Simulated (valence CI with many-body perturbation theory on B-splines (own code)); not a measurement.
# Tm²⁰⁺: electric-dipole lines

Calculated by configuration interaction combined with many-body perturbation theory (CI+MBPT): three valence electrons over a frozen Dirac-Fock core [Kr] 4d10, a basis of 7 s, 7 p, 7 d, 7 f, 4 g, 2 h functions for each j, with the one-electron correlation potential Σ1, the two-electron term Σ2, the three-electron term Σ3, Breit, model QED; selected CI, second order for the rest, scaled by the run's own slope (own B-spline code, finite nucleus).

No measured spectrum was set against this ion. As an estimate, terms of the open shell hold to a few per cent of their energy, and close levels can change places. The list stops below the first excitations out of the core.

Lines 101 to 150 of 545 in falling wavelength, among levels below 1115600 cm⁻¹, chosen from the strongest by gf and those to the six lowest levels. Wavelengths and rates use the calculated energies, so an error of 2000 cm⁻¹ moves a line at 350.0 Å by 0.7 % and its rate by three times that or more. Electric multipoles are in the length gauge, E1 and E2 with the static RPA response of the core. Weak lines are less certain than strong ones. Lines between different terms over intervals too small for the method are left out, as are lines whose strength nearly cancels. The highest levels of a list are the least certain.

Levels are named by their leading jj configuration (3d3/2^4 stands for four electrons in 3d with j = 3/2), which in mixed levels can hold well under half, so a name can repeat and another be missing. Letters in brackets count levels of one name in rising energy.

| λ vac (Å) | Upper | Lower | A (s⁻¹) | log gf | Branch % |
| --- | --- | --- | --- | --- | --- |
| 350.0 | (4f7/2^2 5p1/2) J=13/2 | (4f7/2^2 5s) J=13/2 | 5.05e+09 | 0.11 | 50.0 |
| 349.8 | (4f5/2 4f7/2 5p1/2) J=1/2 | (4f5/2 4f7/2 5s) J=3/2 [a] | 1.27e+08 | -2.33 | 1.3 |
| 349.1 | (4f5/2^2 5p1/2) J=7/2 | (4f5/2^2 5s) J=7/2 | 3.61e+09 | -0.28 | 35.4 |
| 347.9 | (4f5/2 4f7/2 5p1/2) J=7/2 [a] | (4f5/2^2 5s) J=5/2 | 8.35e+08 | -0.92 | 8.5 |
| 347.9 | (4f5/2 4f7/2 5p1/2) J=7/2 [b] | (4f5/2 4f7/2 5s) J=7/2 [a] | 4.18e+08 | -1.22 | 4.0 |
| 347.9 | (4f5/2^2 5p3/2) J=1/2 | (4f7/2^2 5s) J=1/2 | 4.06e+08 | -1.83 | 1.3 |
| 346.9 | (4f5/2 4f7/2 5p1/2) J=9/2 [b] | (4f5/2 4f7/2 5s) J=9/2 [a] | 1.96e+07 | -2.45 | 0.2 |
| 346.8 | (4f5/2 4f7/2 5p1/2) J=3/2 [b] | (4f5/2^2 5s) J=1/2 | 8.01e+08 | -1.24 | 7.7 |
| 345.1 | (4f5/2 4f7/2 5p1/2) J=5/2 [a] | (4f5/2^2 5s) J=5/2 | 2.24e+08 | -1.62 | 2.3 |
| 344.8 | (4f7/2^2 5p1/2) J=11/2 | (4f5/2 4f7/2 5s) J=9/2 [a] | 8.17e+07 | -1.76 | 0.8 |
| 343.2 | (4f5/2 4f7/2 5p1/2) J=3/2 [b] | (4f5/2 4f7/2 5s) J=3/2 [a] | 1.85e+08 | -1.88 | 1.8 |
| 343.2 | (4f7/2^2 5p1/2) J=3/2 | (4f5/2 4f7/2 5s) J=3/2 [b] | 3.70e+07 | -2.58 | 0.4 |
| 342.7 | (4f5/2 4f7/2 5p1/2) J=7/2 [b] | (4f5/2 4f7/2 5s) J=9/2 [a] | 6.52e+08 | -1.04 | 6.3 |
| 342.7 | (4f7/2^2 5p1/2) J=9/2 | (4f7/2^2 5s) J=11/2 | 5.02e+07 | -2.05 | 0.5 |
| 342.3 | (4f7/2^2 5p1/2) J=5/2 | (4f5/2 4f7/2 5s) J=3/2 [b] | 6.27e+08 | -1.18 | 6.2 |
| 341.8 | (4f5/2 4f7/2 5p1/2) J=11/2 [a] | (4f5/2^2 5s) J=9/2 | 1.09e+09 | -0.64 | 11.0 |
| 341.7 | (4f5/2 4f7/2 5p1/2) J=3/2 [b] | (4f5/2 4f7/2 5s) J=5/2 [b] | 5.79e+08 | -1.39 | 5.6 |
| 341.2 | (4f5/2 4f7/2 5p1/2) J=9/2 [b] | (4f5/2 4f7/2 5s) J=11/2 [a] | 6.79e+08 | -0.93 | 6.8 |
| 341.0 | (4f5/2 4f7/2 5p1/2) J=5/2 [a] | (4f5/2^2 5s) J=3/2 | 3.93e+07 | -2.39 | 0.4 |
| 341.0 | (4f5/2 4f7/2 5p1/2) J=9/2 [a] | (4f5/2^2 5s) J=9/2 | 5.79e+08 | -1.00 | 5.8 |
| 341.0 | (4f7/2^2 5p1/2) J=7/2 | (4f5/2 4f7/2 5s) J=7/2 [b] | 2.85e+08 | -1.40 | 2.8 |
| 339.3 | (4f5/2 4f7/2 5p1/2) J=7/2 [b] | (4f5/2^2 5s) J=5/2 | 7.22e+08 | -1.00 | 7.0 |
| 339.2 | (4f7/2^2 5p1/2) J=11/2 | (4f5/2 4f7/2 5s) J=11/2 [a] | 1.81e+08 | -1.43 | 1.8 |
| 339.1 | (4f5/2^2 5p1/2) J=5/2 | (4f5/2^2 5s) J=7/2 | 1.07e+08 | -1.96 | 1.1 |
| 336.9 | (4f7/2^2 5p1/2) J=13/2 | (4f5/2 4f7/2 5s) J=11/2 [a] | 5.96e+08 | -0.85 | 5.9 |
| 336.9 | (4f7/2^2 5p1/2) J=9/2 | (4f5/2 4f7/2 5s) J=7/2 [b] | 6.24e+08 | -0.97 | 6.1 |
| 335.5 | (4f7/2^2 5p1/2) J=7/2 | (4f5/2 4f7/2 5s) J=9/2 [b] | 2.21e+08 | -1.53 | 2.2 |
| 333.2 | (4f7/2^2 5p1/2) J=3/2 | (4f5/2 4f7/2 5s) J=3/2 [a] | 6.74e+07 | -2.35 | 0.7 |
| 333.0 | (4f7/2^2 5p1/2) J=7/2 | (4f5/2 4f7/2 5s) J=7/2 [a] | 2.94e+07 | -2.41 | 0.3 |
| 332.6 | (4f5/2 4f7/2 5p1/2) J=7/2 [a] | (4f5/2^2 5s) J=9/2 | 7.60e+07 | -2.00 | 0.8 |
| 332.4 | (4f7/2^2 5p1/2) J=5/2 | (4f5/2 4f7/2 5s) J=3/2 [a] | 1.45e+08 | -1.84 | 1.4 |
| 331.7 | (4f7/2^2 5p1/2) J=3/2 | (4f5/2 4f7/2 5s) J=5/2 [b] | 7.61e+07 | -2.30 | 0.7 |
| 331.5 | (4f7/2^2 5p1/2) J=9/2 | (4f5/2 4f7/2 5s) J=9/2 [b] | 9.56e+07 | -1.80 | 0.9 |
| 331.4 | (4f5/2 4f7/2 5p1/2) J=5/2 [b] | (4f5/2 4f7/2 5s) J=5/2 [a] | 3.49e+07 | -2.46 | 0.3 |
| 331.1 | (4f5/2 4f7/2 5p1/2) J=11/2 [b] | (4f7/2^2 5s) J=9/2 | 3.98e+07 | -2.10 | 0.4 |
| 331.0 | (4f5/2 4f7/2 5p1/2) J=5/2 [b] | (4f5/2 4f7/2 5s) J=7/2 [b] | 6.08e+07 | -2.22 | 0.6 |
| 330.9 | (4f7/2^2 5p1/2) J=5/2 | (4f5/2 4f7/2 5s) J=5/2 [b] | 3.67e+07 | -2.44 | 0.4 |
| 329.0 | (4f7/2^2 5p1/2) J=9/2 | (4f5/2 4f7/2 5s) J=7/2 [a] | 8.78e+07 | -1.85 | 0.9 |
| 328.5 | (4f5/2 4f7/2 5p1/2) J=9/2 [b] | (4f5/2^2 5s) J=9/2 | 4.55e+07 | -2.13 | 0.5 |
| 326.6 | (4f7/2^2 5p1/2) J=11/2 | (4f5/2^2 5s) J=9/2 | 1.79e+07 | -2.46 | 0.2 |
| 326.3 | (4f7/2^2 5p1/2) J=5/2 | (4f7/2^2 5s) J=7/2 | 4.54e+08 | -1.36 | 4.5 |
| 323.8 | (4f5/2 4f7/2 5p1/2) J=9/2 [b] | (4f5/2^2 5s) J=7/2 | 8.94e+07 | -1.85 | 0.9 |
| 323.5 | (4f5/2 4f7/2 5p1/2) J=11/2 [b] | (4f7/2^2 5s) J=11/2 | 3.87e+07 | -2.14 | 0.4 |
| 323.4 | (4f5/2 4f7/2 5p1/2) J=5/2 [b] | (4f5/2 4f7/2 5s) J=7/2 [a] | 5.27e+08 | -1.30 | 5.2 |
| 318.2 | (4f5/2 4f7/2 5p1/2) J=3/2 [b] | (4f5/2 4f7/2 5s) J=5/2 [a] | 3.38e+08 | -1.69 | 3.3 |
| 317.4 | (4f5/2 4f7/2 5p1/2) J=3/2 [a] | (4f5/2^2 5s) J=5/2 | 1.02e+08 | -2.21 | 1.0 |
| 313.5 | (4f5/2 4f7/2 5p1/2) J=11/2 [b] | (4f5/2 4f7/2 5s) J=9/2 [b] | 1.77e+07 | -2.50 | 0.2 |
| 312.6 | (4f5/2 4f7/2 5p1/2) J=5/2 [b] | (4f5/2^2 5s) J=3/2 | 8.42e+07 | -2.13 | 0.8 |
| 312.6 | (4f5/2 4f7/2 5p1/2) J=13/2 | (4f7/2^2 5s) J=13/2 | 6.42e+07 | -1.88 | 0.6 |
| 311.0 | (4f5/2 4f7/2 5p3/2) J=1/2 [a] | (4f7/2^2 5s) J=1/2 | 7.99e+08 | -1.64 | 2.7 |
